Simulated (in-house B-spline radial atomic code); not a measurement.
# Binding energies in neutral selenium

NIST's tabulated ground configuration is [Ar] 3d10 4s2 4p4; each binding energy is the energy of the ion with one electron taken from that subshell, relaxed, less that of the parent. Computed with an all-electron radial atomic-structure program (B-spline basis): Dirac-Kohn-Sham LDA VWN5, spherical fractional occupations, Fermi nucleus of rms radius 4.14 fm. Energies include first-order Breit, QED and recoil terms.

```json
{"subshell": "1s", "X-ray name": "K", "binding energy (eV)": "12665.3", "-ε (eV)": "12479.3", "relaxation (eV)": "-209.8"}
{"subshell": "2s", "X-ray name": "L1", "binding energy (eV)": "1634.5", "-ε (eV)": "1604.0", "relaxation (eV)": "-32.8"}
{"subshell": "2p1/2", "X-ray name": "L2", "binding energy (eV)": "1478.9", "-ε (eV)": "1440.4", "relaxation (eV)": "-40.7"}
{"subshell": "2p3/2", "X-ray name": "L3", "binding energy (eV)": "1436.8", "-ε (eV)": "1398.7", "relaxation (eV)": "-39.5"}
{"subshell": "3s", "X-ray name": "M1", "binding energy (eV)": "224", "-ε (eV)": "212.6", "relaxation (eV)": "-11.7"}
{"subshell": "3p1/2", "X-ray name": "M2", "binding energy (eV)": "167.9", "-ε (eV)": "156.6", "relaxation (eV)": "-11.5"}
{"subshell": "3p3/2", "X-ray name": "M3", "binding energy (eV)": "162", "-ε (eV)": "150.7", "relaxation (eV)": "-11.4"}
{"subshell": "3d3/2", "X-ray name": "M4", "binding energy (eV)": "64.94", "-ε (eV)": "53.91", "relaxation (eV)": "-11.02"}
{"subshell": "3d5/2", "X-ray name": "M5", "binding energy (eV)": "64.03", "-ε (eV)": "53.01", "relaxation (eV)": "-10.97"}
{"subshell": "4s", "X-ray name": "N1", "binding energy (eV)": "22.57", "-ε (eV)": "17.48", "relaxation (eV)": "-5.11"}
{"subshell": "4p", "X-ray name": "N2,3", "binding energy (eV)": "11.01", "-ε (eV)": "6.66", "relaxation (eV)": "-4.35"}
```

Relaxation = -ε minus the binding energy without Breit, QED and recoil terms. With a density functional, K lines can miss by some tenths of a per cent, more in light atoms. For a density functional the relaxation so defined is negative, because -ε of a Kohn-Sham level is smaller than the binding energy.

Emission lines follow as differences of binding energies, with λ = 12398.42 eV·Å / E:

```csv
line,holes,energy (eV),wavelength (Å)
K-L3,1s → 2p3/2,11228.5,1.1042
K-L2,1s → 2p1/2,11186.4,1.1083
K-M3,1s → 3p3/2,12503.3,0.99161
L3-M5,2p3/2 → 3d5/2,1372.8,9.0317
L2-M4,2p1/2 → 3d3/2,1414.0,8.7686
L1-M3,2s → 3p3/2,1472.5,8.42
L3-M1,2p3/2 → 3s,1212.8,10.223
```

**Question.** What screening constant σ does Moseley's law, E = (3/4)·13.6057 eV·(Z - σ)², need for K-L3?

**Answer.** σ = 0.83.

**Question.** What does it cost to remove both a 2p3/2 and a 4p electron?

**Answer.** 1459.6 eV, which is 11.82 eV more than the two single binding energies together.

**Question.** What does it cost to remove both a 2s and a 3d5/2 electron?

**Answer.** 1727.4 eV, which is 28.81 eV more than the two single binding energies together.

**Question.** What does it cost to remove both a 2s and a 2p1/2 electron?

**Answer.** 3188.1 eV, which is 74.64 eV more than the two single binding energies together.
